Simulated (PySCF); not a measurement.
**Polarisability and C₆ of Rb (rubidium, neutral)**

[Kr] 5s1, 2S determinant. Calculation: PySCF 2.14, in def2-TZVPPD with the def2 core potential (28 electrons); a scalar-relativistic core potential. Coupled (time-dependent) response in atomic units; α is the mean over directions.

```
method  mean α (bohr³)  C₆ (like pair)   S(−4)
   UHF           477.8            8426  208400
   PBE           360.0            5565  119000
  PBE0           392.3            6308  140900
 TPSSh           459.5            7911  195400
```

S(−4) is the Cauchy moment in α(ω) = α(0) + S(−4) ω² + …

Reference α: 319.8 ± 0.3 bohr³ (recommended; Schwerdtfeger and Nagle, table of static dipole polarizabilities (2023 update)). Published C₆: 4769 (Chu and Dalgarno (2004); Tang, Norbeck and Certain (1976)).

Hartree-Fock lies above the reference because it lacks correlation, which contracts the outer shell.

α(iu) at PBE:

```tsv
u (hartree)	α(iu) (bohr³)
0	360.0
0.0500	199.1
0.100	89.08
0.200	32.76
0.300	19.19
0.500	10.84
0.750	7.066
1.00	5.069
1.50	2.932
2.00	1.870
3.00	0.9248
5.00	0.3544
```

Energies and moments cover only the electrons outside the core potential.
